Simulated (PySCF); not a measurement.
Si(Me)(OMe)3 anion (C4H12O3Si), SMILES CO[Si](C)(OC)OC (connectivity only; charge and spin as stated), charge -1, multiplicity 2. Atoms are numbered in the order given.

```xyz
20

C     -2.0456    -1.0452    -0.5193
O     -1.2344     0.0700    -0.6173
Si     0.4128     0.1377    -0.0847
C      0.3393     0.1581     1.8333
O      0.5105     1.8760    -0.4223
C     -0.5471     2.7475    -0.2049
O      0.5962    -1.6460    -0.2873
C      1.7935    -2.2581     0.0112
H     -1.7455    -1.8479    -1.2171
H     -2.0396    -1.4927     0.4940
H     -3.0874    -0.7533    -0.7519
H     -0.4418    -0.5337     2.1931
H      0.1258     1.1648     2.2239
H      1.2966    -0.1738     2.2654
H     -1.3735     2.5935    -0.9239
H     -0.1943     3.7926    -0.3052
H     -0.9891     2.6444     0.8090
H      2.6666    -1.6054    -0.2125
H      1.9118    -3.1879    -0.5796
H      1.8722    -2.5429     1.0833
```
Charge -1, spin multiplicity 2.

Coordinates come from a PBE0-D3(BJ)/def2-SVPD optimisation. The multiplicity is an assumed one; other spin states were not compared. The isomer is the one that the SMILES or the coordinates give; other isomers of the formula were not compared. One conformer was computed; it need not be the lowest.

Method: CAM-B3LYP/def2-SVPD (PySCF).

Mulliken values depend strongly on the basis, most of all with diffuse functions as here. ESP charges are fitted to the potential on shells at 1.4 to 2.0 van der Waals radii. Atomic charges (e):

```tsv
atom	ESP fit	meta-Löwdin	Mulliken spin
C1	-0.57	-0.06	-0.01
O2	0.07	-0.63	-0.02
Si3	-0.08	[?]	1.60
C4	-0.28	[?]	0.01
O5	-0.53	-0.65	-0.34
C6	0.29	-0.07	0.03
O7	-0.22	-0.64	-0.27
C8	-0.15	-0.08	0.03
H9	0.12	0.07	0.01
H10	0.18	0.06	0.00
H11	0.10	0.06	0.00
H12	0.04	[?]	0.00
H13	0.07	[?]	0.00
H14	0.06	[?]	0.00
H15	-0.09	0.07	0.00
H16	-0.05	0.06	0.00
H17	-0.03	0.05	0.00
H18	0.00	0.05	-0.03
H19	0.02	0.06	0.00
H20	0.06	0.05	0.00
```

**Question.** Fill in the missing entries. (An estimate is asked for; the answer gives what the named calculation found.)

**Answer.** 
- Si3, meta-Löwdin: 0.96
- C4, meta-Löwdin: -0.57
- H12, meta-Löwdin: 0.08
- H13, meta-Löwdin: 0.08
- H14, meta-Löwdin: 0.08
